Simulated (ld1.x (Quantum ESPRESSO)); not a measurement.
# Which change was made? (Mn, PAW)

ld1.x (Quantum ESPRESSO) 7.5 input, shortened:

```
&input
   title='Mn', zed=25., rel=1, dft='PZ', iswitch=3,
   config='[Ar] 3d5 4s2 4p0'
 /
 &inputp
   pseudotype=3, lpaw=.true., tm=.true., lloc=-2, rcloc=0.90,
   nlcc=.true.,
   which_augfun='BESSEL', rmatch_augfun=1.00
 /
6
3S  1  0   2.00   0.00  1.15  1.35  0.0
4S  2  0   2.00   0.00  1.15  1.35  0.0
3P  2  1   6.00   0.00  1.25  1.55  0.0
4P  3  1   0.00   0.00  1.25  1.55  0.0
3D  3  2   5.00   0.00  1.10  1.15  0.0
3D  3  2   0.00   0.05  1.10  1.15  0.0
 &test
   configts(1)='3s2 3p6 3d5 4s2 4p0'
 /
```

Cutoffs, loose and tight: the cutoffs (Ry, on a coarse ladder) from which the occupation-weighted sum of valence levels, in a spherical-Bessel basis at the reference potential, stays within 10 and 1 mRy of its value at 400 Ry. They do not see the model core or the augmentation charge, which bear on the density cutoff. Test errors are all-electron minus pseudo excitation energies from the reference, over the configurations 3s2 3p6 3d5 4s1 4p0; 3s2 3p6 3d5 4s0 4p0; 3s2 3p6 3d4 4s0 4p0; 3s2 3p6 3d5 4s1 4p1; 3s2 3p6 3d5 4s1.5 4p0; 3s2 3p6 3d6 4s0 4p0; 3s2 3p6 3d6 4s1 4p0 (two spin-polarised tests are not counted in the largest error); variants that change the core or the reference have their own tests. The largest error is taken over the tests solved by every variant that gives reliable tests at all, those not shown here included: 3s2 3p6 3d4 4s0 4p0; 3s2 3p6 3d5 4s0 4p0; 3s2 3p6 3d5 4s1 4p0.

The base gives: outcome: generated, overlap not positive; bound ghosts: not determined (overlap not positive); largest test error (meV): +21.

Q: After one change the result is: outcome: generated, overlap not positive; bound ghosts: not determined (overlap not positive); largest test error (meV): -1.9. Which change was it?
A. all radii but the core radius scaled by about 0.78 (s 1.06, p 1.20, d 0.90 bohr, rcut 0.90/0.98/0.86); local potential all-electron potential smoothed inside 0.70 bohr (lloc = -2); augmentation BESSEL, radius 0.78 bohr
B. all radii but the core radius scaled by about 0.88 (s 1.18, p 1.36, d 1.02 bohr, rcut 1.02/1.10/0.96); local potential all-electron potential smoothed inside 0.80 bohr (lloc = -2); augmentation BESSEL, radius 0.88 bohr
C. all radii but the core radius scaled by about 1.14 (s 1.54, p 1.76, d 1.30 bohr, rcut 1.30/1.42/1.24); local potential all-electron potential smoothed inside 1.02 bohr (lloc = -2); augmentation BESSEL, radius 1.14 bohr

A: B. The others give: all radii but the core radius scaled by about 0.78 (s 1.06, p 1.20, d 0.90 bohr, rcut 0.90/0.98/0.86); local potential all-electron potential smoothed inside 0.70 bohr (lloc = -2); augmentation BESSEL, radius 0.78 bohr → outcome: generated; cutoff, loose: 140 Ry; cutoff, tight: 230 Ry; bound ghosts: none; largest test error (meV): -1.9 | all radii but the core radius scaled by about 1.14 (s 1.54, p 1.76, d 1.30 bohr, rcut 1.30/1.42/1.24); local potential all-electron potential smoothed inside 1.02 bohr (lloc = -2); augmentation BESSEL, radius 1.14 bohr → outcome: generated, overlap not positive; bound ghosts: not determined (overlap not positive); largest test error (meV): -96. A file whose overlap is not positive is unfit for use, and its test errors describe a broken file.
